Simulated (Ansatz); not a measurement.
Ansatz (a quantum-chemistry and plane-wave program) input (CCSD(T)/aug-cc-pVTZ):

Ansatz 0.2 input:
```yaml
crystal:
  periodic: [false, false, false]
  atoms:
    - {symbol: Br, position_ang: [1.99019720, -0.19369006, -0.21448720]}
    - {symbol: C, position_ang: [0.12677745, -0.43082425, -0.09915923]}
    - {symbol: C, position_ang: [-0.54611235, -1.59613205, -0.27809056]}
    - {symbol: C, position_ang: [-1.96225454, -1.48089527, -0.13008443]}
    - {symbol: C, position_ang: [-2.41982184, -0.23736461, 0.16418255]}
    - {symbol: Se, position_ang: [-1.02169362, 1.00102552, 0.29430400]}
    - {symbol: H, position_ang: [-0.04683842, -2.52537122, -0.51181372]}
    - {symbol: H, position_ang: [-2.62295924, -2.32952399, -0.24538954]}
    - {symbol: H, position_ang: [-3.44105361, 0.07047670, 0.31682925]}
basis:
  gaussian:
    orbitals: aug-cc-pVTZ
magnetization: {spin_polarized: true, initial_magnetization: 2}
correlation: {method: ccsd_t, electrons: outside_noble_gas}
```

End of the output:

```
integrals: 8.62 GiB planned
2217 factors; integrals over basis functions are off by at most 7.7e-4 eV
3.57 GiB of device memory are held for the factors and their scratch space
mean field: 3.69 GiB planned
mean field evaluation 1: about -139464.0713 eV, gradient 3.2e1 eV
mean field evaluation 2: about -139464.0740 eV, gradient 3.2e1 eV
mean field evaluation 4: about -139470.7978 eV, gradient 4.9e0 eV
mean field evaluation 8: about -139471.5199 eV, gradient 7.2e-1 eV
mean field evaluation 16: about -139471.5751 eV, gradient 2.9e-5 eV
mean field evaluation 32: about -139468.0474 eV, gradient 7.5e0 eV
mean field evaluation 64: about -139470.2727 eV, gradient 4.2e-1 eV
mean field evaluation 96: about -139469.0273 eV, gradient 4.7e-1 eV
mean field evaluation 128: about -139469.0430 eV, gradient 1.6e0 eV
mean field -139471.60851675 eV, -5125.4870757389 hartree, gradient 2.3e-6 eV, S^2 2.204356; 4 other end points of the search recorded, 0 dependent functions left out
determinant -139471.60851675 eV, -5125.4870757389 hartree, with singles and doubles -139497.91535180 eV, -5126.4538340956 hartree
determinant -139471.57512882 eV, -5125.4858487550 hartree, with singles and doubles -139497.90101740 eV, -5126.4533073162 hartree
determinant -139471.44262213 eV, -5125.4809792240 hartree, with singles and doubles -139498.00181089 eV, -5126.4570114086 hartree
determinant -139470.27388737 eV, -5125.4380290139 hartree, with singles and doubles -139497.07622023 eV, -5126.4229965792 hartree
determinant -139471.60851675 eV, -5125.4870757389 hartree, with singles and doubles -139497.71885171 eV, -5126.4466128504 hartree
determinant -139471.57512882 eV, -5125.4858487550 hartree, with singles and doubles -139497.70732892 eV, -5126.4461893958 hartree
determinant -139471.44262213 eV, -5125.4809792240 hartree, with singles and doubles -139497.74511516 eV, -5126.4475780143 hartree
32 core orbitals not correlated
reference -139471.44262213 eV, -5125.4809792240 hartree; 17, 15 occupied and 322, 324 virtual orbitals, 2217 factors
second order -25.11073235 eV of doubles, -0.00000000 eV of singles
coupled cluster: 61.17 GiB planned
cycle   1  -26.30249460 eV  change   -1.6e-6 eV  update   5.4e-6
perturbative correction -1.45042371 eV, -0.0533020883 hartree
Total energy: -139499.19554044 eV, -5126.5008801604 hartree
```

This state (charge 0, triplet) is run at the relaxed geometry of the species with charge 0 and multiplicity 1, and is a spin state other than that species' own.
